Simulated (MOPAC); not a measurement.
Input for MOPAC: AM1 on BSe+, 2S+1 = 3, a spin state set in the input, which need not be the lowest, a point of a bond scan (R = 1.897 Å). Charge +1.

```
AM1 1SCF PRECISE CHARGE=1 UHF MS=1 THREADS=1
BSe

B      0.00000000 1     0.00000000 1     0.00000000 1
Se     0.00000000 1     0.00000000 1     1.89663400 1
```

It printed:

```
*******************************************************************************
 **                                                                           **
 **                              MOPAC v23.2.5                                **
 **                                                                           **
 *******************************************************************************
 ** MOPAC's Digital Object Identifier: https://doi.org/10.5281/zenodo.6511958 **
 **                                                                           **
 ** Please cite the open-source release paper for use of this MOPAC version:  **
 ** J. E. Moussa and J. J. P. Stewart (2026)                                  **
 ** MOPAC: An open-source semiempirical molecular orbital program             **
 ** J. Open Source Softw., 11(119), 8025, https://doi.org/10.21105/joss.08025 **
 *******************************************************************************

                              AM1 CALCULATION RESULTS

 *******************************************************************************
 *  AM1        - The AM1 Hamiltonian to be used
 *  UHF        - UNRESTRICTED HARTREE-FOCK CALCULATION
 *
 *
 *
 *                 CHARGE ON SYSTEM = +1
 *
 *
 *
 *  MS=        - IN MECI, MAGNETIC COMPONENT OF SPIN =  1.0
 *  PRECISE    - TIGHTER CRITERIA TO BE USED
 *  1SCF       - DO 1 SCF AND THEN STOP
 *  THREADS=1  - MULTI-THREADING NOT USED
 *  T=         - A TIME OF 172800.0 SECONDS REQUESTED
 *  DUMP=N     - RESTART FILE WRITTEN EVERY 7200.0 SECONDS REQUESTED
 *******************************************************************************
AM1 1SCF PRECISE CHARGE=1 UHF MS=1 THREADS=1
 BSe

   ATOM   CHEMICAL          X               Y               Z
  NUMBER   SYMBOL      (ANGSTROMS)     (ANGSTROMS)     (ANGSTROMS)

     1       B          0.00000000  *   0.00000000  *   0.00000000  *
     2      Se          0.00000000  *   0.00000000  *   1.89663400  *



          CARTESIAN COORDINATES

    NO.       ATOM           X           Y           Z

     1         B          0.0000      0.0000      0.0000
     2        Se          0.0000      0.0000      1.8966

  B: (AM1): M.J.S. DEWAR ET AL, ORGANOMETALLICS, 7, 513-521 (1988)
 Se: (AM1): J. J. P. STEWART, J. MOL. MOD., 10, 155-164 (2004)

           Empirical Formula: B Se  =     2 atoms



      MOLECULAR POINT GROUP   :   C*v


          UHF CALCULATION, NO. OF ALPHA ELECTRONS =    5
                           NO. OF BETA  ELECTRONS =    3

 -------------------------------------------------------------------------------
 AM1 1SCF PRECISE CHARGE=1 UHF MS=1 THREADS=1
 BSe



     1SCF WAS SPECIFIED, SO BFGS WAS NOT USED
     SCF FIELD WAS ACHIEVED


                              AM1 CALCULATION
                                                       MOPAC v23.2.5 Linux




          FINAL HEAT OF FORMATION =        284.30560 KCAL/MOL =    1189.53461 KJ/MOL


          COSMO AREA              =         82.56 SQUARE ANGSTROMS
          COSMO VOLUME            =         66.93 CUBIC ANGSTROMS

          IONIZATION POTENTIAL    =         13.365972 EV
          ALPHA SOMO LUMO (EV)    =        -14.201 -4.320
          BETA  SOMO LUMO (EV)    =        -13.366 -8.221
          NO. OF ALPHA ELECTRONS  =          5
          NO. OF BETA  ELECTRONS  =          3
          MOLECULAR WEIGHT        =         89.7700         POINT GROUP:  C*v

          MOLECULAR DIMENSIONS (Angstroms)

            Atom       Atom       Distance
           Se     2    B     1     1.89663
           Se     2    B     1     0.00000
            B     1   Se     2     0.00000


          SCF CALCULATIONS        =          1





   ATOM   CHEMICAL          X               Y               Z
  NUMBER   SYMBOL      (ANGSTROMS)     (ANGSTROMS)     (ANGSTROMS)

     1       B          0.00000000  *   0.00000000  *   0.00000000  *
     2      Se          0.00000000  *   0.00000000  *   1.89663400  *

                             CARTESIAN COORDINATES

   1    B        0.000000000     0.000000000     0.000000000
   2   Se        0.000000000     0.000000000     1.896634000


           Empirical Formula: B Se  =     2 atoms



      MOLECULAR POINT GROUP   :   C*v


          ALPHA EIGENVALUES
 -29.11024 -22.89907 -15.23366 -15.23366 -14.20085  -4.32012  -4.32012  -3.79309


           BETA EIGENVALUES
 -24.79056 -18.36872 -13.36597  -8.22108  -8.22108  -4.09832  -4.09832  -3.52948


              NET ATOMIC CHARGES AND DIPOLE CONTRIBUTIONS

  ATOM NO.   TYPE          CHARGE      No. of ELECS.   s-Pop       p-Pop
    1          B           0.425013        2.5750     1.98738     0.58760
    2         Se           0.574987        5.4250     1.97774     3.44728
 DIPOLE           X         Y         Z       TOTAL
 POINT-CHG.     0.000     0.000    -2.775     2.775
 HYBRID        -0.000    -0.000     0.054     0.054
 SUM           -0.000    -0.000    -2.721     2.721


          ATOMIC ORBITAL ELECTRON POPULATIONS

     Atom    s        px        py        pz
    1  B   1.98738   0.03820   0.03820   0.51119
    2 Se   1.97774   0.96180   0.96180   1.52368


                    (SZ)    =    1.000000
                    (S**2)  =    2.025845


          ATOMIC ORBITAL SPIN POPULATIONS

    Atom   Total    s     px     py     pz
         Atomic
    1  B -0.0456  0.009  0.038  0.038 -0.131
    2 Se  2.0456  0.012  0.962  0.962  0.110

 **********************
 *                    *
 * JOB ENDED NORMALLY *
 *                    *
 **********************




 == MOPAC DONE ==
```

The run finished.

Cost: about 0.020 core-seconds (a rough figure).
